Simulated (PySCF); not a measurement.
Several molecules and their computed UV-vis stick spectra, shuffled. Level of theory: PySCF 2.14.0, density-fitted response routines, TDDFT CAM-B3LYP/def2-SVPD, vertical, gas phase, core orbitals frozen in the response. Geometries: GFN2-xTB; one conformer of each isolated species. Triplets are in the Tamm–Dancoff approximation. Ions are computed without counter-ions or solvent.

A. `O=Cc1cocp1`
B. `C[P@@H+]1CC[C@@H]1[SiH3]`
C. `COC(C)=S`

Lowest singlet levels (six at most, fewer where fewer were computed) with oscillator strengths:

1. 319 nm (f 0.000); 245 nm (f 0.025); 228 nm (f 0.014); 208 nm (f 0.334); 207 nm (f 0.011); 201 nm (f 0.000); T1 3.26 eV
2. 362 nm (f 0.000); 218 nm (f 0.177); 198 nm (f 0.072); 186 nm (f 0.014); 184 nm (f 0.001); 173 nm (f 0.014); T1 3.07 eV
3. 167 nm (f 0.031); 155 nm (f 0.011); 152 nm (f 0.049); 149 nm (f 0.017); 147 nm (f 0.027); 143 nm (f 0.002); T1 6.94 eV

Question: Match each spectrum to its molecule.

Answer: 1 = A, 2 = C, 3 = B.
- A: S1 at 3.89 eV, HOMO-1→LUMO (93%); Löwdin shares by element: HOMO carbon 52% or more, phosphorus 25%, oxygen 9% or more; LUMO carbon 57% or more, oxygen 21% or more (atoms not listed hold the other 22%); HOMO -8.73 and LUMO -0.83 eV; point group Cs, 2 of its 6 listed states under f = 0.0005.
- B: S1 at 7.42 eV, HOMO→LUMO (96%); Löwdin shares by element: HOMO carbon 44% or more, silicon 21%, phosphorus 6% (atoms not listed hold the other 29%); LUMO phosphorus 34%, carbon 23% or more, hydrogen 11% or more (atoms not listed hold the other 32%); HOMO -14.44 and LUMO -3.63 eV.
- C: S1 at 3.42 eV, HOMO→LUMO (99%); S1 has the pattern of n→π* at C=S; HOMO -7.86 and LUMO -0.20 eV.
